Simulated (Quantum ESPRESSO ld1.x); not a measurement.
Q: The mean radii <r> (bohr) of the occupied orbitals of an atom or ion are listed with their occupations. All-electron calculation, Dirac Kohn-Sham, relativistic LDA (MacDonald-Vosko exchange, VWN5 correlation), spin-unpolarised, spherical densities, point nucleus. Program: ld1.x of Quantum ESPRESSO 7.5.

orbital  occ.      <r>
1s1/2       2  0.02082
2s1/2       2  0.08784
2p1/2       2  0.07312
2p3/2       4  0.08025
3s1/2       2   0.2302
3p1/2       2   0.2197
3p3/2       4   0.2332
3d3/2       4   0.2056
3d5/2       6   0.2098
4s1/2       2   0.5203
4p1/2       2   0.5297
4p3/2       4   0.5610
4d3/2       4   0.5911
4d5/2       6   0.6022
5s1/2       2    1.273
5p1/2       2    1.432
5p3/2       3    1.539
4f5/2       6   0.8265
4f7/2       5   0.8449
6s1/2       2    3.828
5d3/2       1    2.823

Name the element and its charge. Open shells, if any, fill j = l - 1/2 first.

A: Z = 67, holmium, charge 0: Ho in [Kr] 4d10 4f11 5s2 5p5 6s2 5d1. The 1s radius gives Z: for a bare nucleus <r> = (2 gamma + 1)/(2Z) with gamma = sqrt(1 - (Z/c)^2), 0.02048 bohr for Z = 67, and screening makes it slightly larger (0.02082 here). The occupations add up to 67, and the charge is Z minus that.
